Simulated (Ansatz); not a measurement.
Job for Ansatz (a first-principles code): U-CCSD(T)/cc-pVDZ on FGeH3 (SMILES [F][GeH3]), a point of a bond scan (R = 1.228 Å). The run froze 15 orbitals, filled d shells among them.

Ansatz 0.2 input:
```yaml
crystal:
  periodic: [false, false, false]
  atoms:
    - {symbol: Ge, position_ang: [-0.30048691, 0.12261230, -0.05789716]}
    - {symbol: F, position_ang: [1.29808634, -0.52967815, 0.25011245]}
    - {symbol: H, position_ang: [-0.81405322, -0.61416141, -0.89469896]}
    - {symbol: H, position_ang: [-0.08538108, 1.54898424, -0.58096857]}
    - {symbol: H, position_ang: [-1.03936991, 0.09288033, 1.28656520]}
basis:
  gaussian:
    orbitals: cc-pVDZ
correlation: {method: ccsd_t, electrons: outside_noble_gas}
scf: {omitted_lower_state_checks: [cluster_reference]}
magnetization: {spin_polarized: true, initial_magnetization: 0}
```

Program output:

```
WARN ansatz: RAYON_NUM_THREADS=1 ignored (pool sized by the plan → 1); use --threads N
Functional definition: HF
these checks for a lower state are left out or cut short: cluster_reference
integrals: 0.04 GiB planned
584 factors; integrals over basis functions are off by at most 8.9e-4 eV
mean field: 0.16 GiB planned
mean field evaluation 1: about -59223.9025 eV, gradient 1.9e1 eV
mean field evaluation 2: about -59223.9068 eV, gradient 1.9e1 eV
mean field evaluation 4: about -59225.4011 eV, gradient 1.1e0 eV
mean field evaluation 8: about -59225.4118 eV, gradient 2.1e-4 eV
mean field -59225.41176192 eV, -2176.4937378246 hartree, gradient 1.6e-6 eV, S^2 0.000000; 0 other end points of the search recorded, 0 dependent functions left out
15 core orbitals not correlated
reference -59225.41176192 eV, -2176.4937378246 hartree; 7, 7 occupied and 34, 34 virtual orbitals, 584 factors
second order -7.93063258 eV of doubles, -0.00000000 eV of singles
coupled cluster: 0.12 GiB planned
cycle   1  -8.26105844 eV  change   -3.3e-1 eV  update   7.2e-2
cycle   2  -8.49033300 eV  change   -2.3e-1 eV  update   2.2e-2
cycle   3  -8.55823144 eV  change   -6.8e-2 eV  update   1.2e-2
cycle   4  -8.55595853 eV  change    2.3e-3 eV  update   2.3e-3
cycle   5  -8.55497319 eV  change    9.9e-4 eV  update   8.5e-4
cycle   6  -8.55499906 eV  change   -2.6e-5 eV  update   2.2e-4
cycle   7  -8.55493645 eV  change    6.3e-5 eV  update   7.2e-5
cycle   8  -8.55492340 eV  change    1.3e-5 eV  update   2.1e-5
cycle   9  -8.55492870 eV  change   -5.3e-6 eV  update   7.0e-6
perturbative correction -0.13002687 eV, -0.0047783994 hartree
Total energy: -59234.09671749 eV, -2176.8129040550 hartree
Checks for a lower state left out: cluster_reference
```

Self-consistency was reached.

Cost: around 4 core-seconds (rough).
